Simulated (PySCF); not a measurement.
SMILES CC(=O)[O-] (C2H3O2 (anion, charge -1)), CAM-B3LYP/def2-SVP optimised geometry. Atoms within 1.6 Å of the plane z = 0.6 Å (x, y, z in Å): C1 (0.36, -0.13, 0.00), H5 (-0.01, 0.91, 0.00), H6 (1.47, -0.13, 0.00), H7 (-0.01, -0.59, 0.93).

Computed with CAM-B3LYP/def2-TZVPD in PySCF.

Map of the electrostatic potential (hartree/e), clipped to [-0.21, -0.09] on the plane z = 0.6 Å:

```
|9999999999999999999999999999999|
|9999999988888888889999999999999|
|9999888888888888888888999999999|
|9988888888888888888888889999999|
|8888888777777777777788888899999|
|8888777777777777777777788889999|
|8877777666677777777777777888999|
|7777666666667777776666677788899|
|7766666555667788876666667778889|
|7666555555567899986555666777888|
|6665554444457999997555566677888|
|6555444334456999998655566677788|
|6554433333346999999866666677788|
|5544332222335999999998877777778|
|5443222112236999999999998777778|
|5433211111247999999999999777778|
|4432110001248999999999999777777|
|4332100000249999999999998766777|
|4322100000148999999998876666777|
|4322100000136999999865555666677|
|4332100000124799997544455566677|
|4332110000123567665444445566677|
|4432211001123344444444445566677|
|5433221111223334444344445566677|
|5443322222223333444444455566777|
|5544332222233334444444455666777|
|6554433333333344444444555667778|
|6555444433344444444455556667778|
|6665554444444444455555566677788|
|7666555555455555555556666777888|
|7766665555555555555666667777888|
```
Scale: ten equal steps from -0.206 (start of '0') to -0.090 (end of '9'), in the order '0123456789'; x runs from -3.50 to 3.50, y from -3.50 (bottom) to 3.50 (top).
